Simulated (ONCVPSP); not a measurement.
# u(r) = r·R(r): atom against pseudo-atom (tantalum (Ta))

Columns: radius, all-electron u(r) and pseudo u(r) of the 5p shell (level -37.84 eV) of tantalum in the configuration [Kr] 4d10 4f14 5s2 5p6 5d4 6s1; PBE, scalar-relativistic, ONCV scheme, ONCVPSP 4.0.1.

```json
{"r (bohr)": "0.155", "all-electron": "0.3470", "pseudo": "0.0498"}
{"r (bohr)": "0.310", "all-electron": "-0.3899", "pseudo": "0.1877"}
{"r (bohr)": "0.465", "all-electron": "-0.4048", "pseudo": "0.3821"}
{"r (bohr)": "0.620", "all-electron": "0.1356", "pseudo": "0.5907"}
{"r (bohr)": "0.775", "all-electron": "0.6288", "pseudo": "0.7726"}
{"r (bohr)": "0.930", "all-electron": "0.9130", "pseudo": "0.8979"}
{"r (bohr)": "1.085", "all-electron": "1.0132", "pseudo": "0.9530"}
{"r (bohr)": "1.240", "all-electron": "0.9927", "pseudo": "0.9408"}
{"r (bohr)": "1.395", "all-electron": "0.9065", "pseudo": "0.8760"}
{"r (bohr)": "1.550", "all-electron": "0.7920", "pseudo": "0.7787"}
{"r (bohr)": "1.705", "all-electron": "0.6721", "pseudo": "0.6678"}
{"r (bohr)": "1.860", "all-electron": "0.5589", "pseudo": "0.5581"}
{"r (bohr)": "2.015", "all-electron": "0.4581", "pseudo": "0.4580"}
{"r (bohr)": "2.170", "all-electron": "0.3716", "pseudo": "0.3715"}
{"r (bohr)": "2.325", "all-electron": "0.2990", "pseudo": "0.2990"}
{"r (bohr)": "2.480", "all-electron": "0.2392", "pseudo": "0.2392"}
{"r (bohr)": "2.635", "all-electron": "0.1905", "pseudo": "0.1904"}
{"r (bohr)": "2.790", "all-electron": "0.1511", "pseudo": "0.1511"}
{"r (bohr)": "2.945", "all-electron": "0.1195", "pseudo": "0.1195"}
{"r (bohr)": "3.100", "all-electron": "0.0942", "pseudo": "0.0942"}
{"r (bohr)": "3.255", "all-electron": "0.0742", "pseudo": "0.0742"}
{"r (bohr)": "3.410", "all-electron": "0.0583", "pseudo": "0.0583"}
{"r (bohr)": "3.565", "all-electron": "0.0457", "pseudo": "0.0457"}
{"r (bohr)": "3.720", "all-electron": "0.0358", "pseudo": "0.0358"}
{"r (bohr)": "3.875", "all-electron": "0.0280", "pseudo": "0.0280"}
{"r (bohr)": "4.030", "all-electron": "0.0219", "pseudo": "0.0219"}
```

Question: How many radial nodes do the two functions have?

Answer: The all-electron 5p function has n − l − 1 = 3 (the table is too coarse to show those close to the nucleus); the pseudo-wave has 0, since the states of the same l below it are removed with the core.

Question: At about which radius was the pseudo-wave matched?

Answer: 2.15 bohr, where the columns begin to agree (steps of 0.15 bohr).

Question: Is the pseudo-wave norm-conserving?

Answer: Yes: the ONCV scheme keeps the norm inside the radius equal to the all-electron one, which fixes the energy derivative of the logarithmic derivative at the level.
